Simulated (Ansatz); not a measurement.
```yaml
crystal:
  periodic: [false, false, false]
  atoms:
    - {symbol: C, position_ang: [0.641363, -1.401947, -0.194238]}
    - {symbol: S, position_ang: [0.293819, -0.635887, 1.429446]}
    - {symbol: Zr, position_ang: [-0.579195, 1.266307, 0.256003]}
    - {symbol: F, position_ang: [-1.998347, 0.679948, -0.855497]}
    - {symbol: F, position_ang: [0.788712, 1.955279, -0.860767]}
    - {symbol: Cl, position_ang: [-1.297534, 2.842562, 1.824590]}
    - {symbol: H, position_ang: [1.710762, -1.588918, -0.273066]}
    - {symbol: H, position_ang: [0.084234, -2.334037, -0.269776]}
    - {symbol: H, position_ang: [0.356186, -0.783296, -1.056694]}
basis:
  gaussian: {orbitals: cc-pVTZ-DK, final_grid: {core_spheres: 8, valence_spheres: 7, degree: 23}}
hamiltonian: {xc: {name: wB97X-D}}
output: {forces: true}
```

```sh
$ ansatz run in.yaml --threads 2 --pin off --events-out ev --progress --plain --max-ram 32768MiB --backend cuda --devices 0, --max-vram 18GiB
```

Output, abridged:

```
Error: YAML parse error: error: line 15 column 19: hamiltonian.xc: no functional is named "wB97X-D"; the names, which are not case-sensitive, are SVWN5, SPW92, PBE, PBE0, PBEsol, revPBE, revPBE0, RPBE, rPW86-PBE, HSE06, wPBEh, LC-wPBE, HISS, HF, BLYP, B3LYP, B3LYP5, BHLYP, CAM-B3LYP, r2SCAN, r2SCANh, r2SCAN0, r2SCAN50, m-r2SCAN, B97, wB97, wB97X, wB97X-V, B97M-V, wB97M-V, B2PLYP, B2GP-PLYP, PBE0-DH, PBE-QIDH
13 | basis:
14 |   gaussian: {orbitals: cc-pVTZ-DK, final_grid: {core_spheres: 8, valence_spheres: 7…
15 | hamiltonian: {xc: {name: wB97X-D}}
16 | output: {forces: true}
```

(1) Something in this input is off. What?

Results:

(1) The method's name isn't one that the program takes here. The program refused the input.

HSE06 is defined as in plane-wave codes.
